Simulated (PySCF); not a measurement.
C7H7F.
Atom-mapped SMILES: `[CH3:1][c:2]1[cH:3][cH:4][c:5]([F:6])[cH:7][cH:8]1` (hydrogens: H9, H10, H11 on C1; H12 on C3; H13 on C4; H14 on C7; H15 on C8)

Level: wB97X-D/pcSseg-2 in PySCF, non-relativistic, on one gas-phase PBE0-D3(BJ)/def2-TZVP geometry that isn't relaxed in the solvent. The solvent is an IEF-PCM continuum (van der Waals radii × 1.2). Specific hydrogen bonds and non-electrostatic terms are outside this model.

Gas phase at wB97X-D/pcSseg-2: HOMO -8.66 eV, LUMO 1.23 eV, dipole 1.95 D.

Task: What does the continuum do to the energy, the frontier levels and the dipole at wB97X-D/pcSseg-2 in chloroform?

Result: 
```json
{"solvent": "chloroform", "ε": "4.711", "E(solvent) − E(gas) (kcal/mol)": "-2.25", "polarisation term (kcal/mol)": "-2.47", "distortion of the solute (kcal/mol)": "0.22", "HOMO (eV)": "-8.63", "LUMO (eV)": "1.28", "dipole (D)": "2.36"}
```

The first energy column is the sum of the next two and covers electrostatics alone.

Task: Which radius a makes the point-dipole formula ΔE = −[(ε − 1)/(2ε + 1)]·μ²/a³ give the value in chloroform, with the gas-phase dipole?

Result: μ = 0.765 au and |ΔE| = 0.00359 Eh give a = 2.05 Å; the farthest nucleus lies 3.38 Å from the centroid of the nuclei, so such a sphere wouldn't even hold the nuclei. The formula assumes a rigid point dipole at the centre of a sphere.

Hardware: an Intel Xeon Platinum 8259CL at 2.50 GHz with 2 threads, on a shared host. Cost: 78 s wall, 2.9 min CPU, 2.6 GiB resident at most. This is the whole shielding run at wB97X-D/pcSseg-2 in chloroform, SCF included.

The pairwise dispersion term of wB97X-D wasn't added to the energies; at a given geometry it leaves orbitals and properties as they are.
